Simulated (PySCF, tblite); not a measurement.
Task: What does the GFN2-xTB structure of `C=C[C@H](C)C(N)=O` look like in three dimensions?

Result: 
```xyz
16
C5H9NO angstrom
C      2.053    0.768    0.011
C      0.934    0.243   -0.456
C     -0.081   -0.476    0.381
C     -0.449   -1.823   -0.235
C     -1.324    0.417    0.481
N     -1.127    1.518    1.246
O     -2.379    0.177   -0.055
H      2.329    0.691    1.051
H      2.752    1.282   -0.626
H      0.686    0.323   -1.506
H      0.315   -0.619    1.392
H      0.443   -2.425   -0.392
H     -0.950   -1.668   -1.188
H     -1.130   -2.361    0.420
H     -1.865    2.200    1.311
H     -0.215    1.761    1.589
```

Any rigid rotation of these coordinates is as good. Atoms count from 1 in this order. Of the pairs four or more bonds apart, O7···H13 is among the closest relative to their van der Waals radii: 2.59 Å, 95 % of the sum of Bondi's values. The C–C distances run from 1.321 Å (C1=C2, drawn double) to 1.534 Å (C3–C5, drawn single), a spread of 0.213 Å. N6 (amide nitrogen) is almost planar (angles 121.5°, 118.7° and 118.6°, sum 358.8°, 0.07 Å off the plane of its three neighbours).

Bonds between heavy atoms (Å): C1=C2 1.321, C2–C3 1.500, C3–C4 1.527, C3–C5 1.534, C5–N6 1.355, C5=O7 1.207.

Computed geometry: GFN2-xTB, gas phase.

Point group: C1 (no symmetry element, even within 0.4 Å). Its GFN2-xTB frequencies are all real (lowest 21 cm⁻¹). One conformer, not necessarily the lowest (C1–C2–C3–C4 -130°, C2–C3–C5–N6 -70°, C3–C5–N6–H 175° and 8°). 3 starts were optimised and ended at 0.00, 0.66 and 1.36 kcal/mol (GFN2-xTB); the lowest of these is shown.
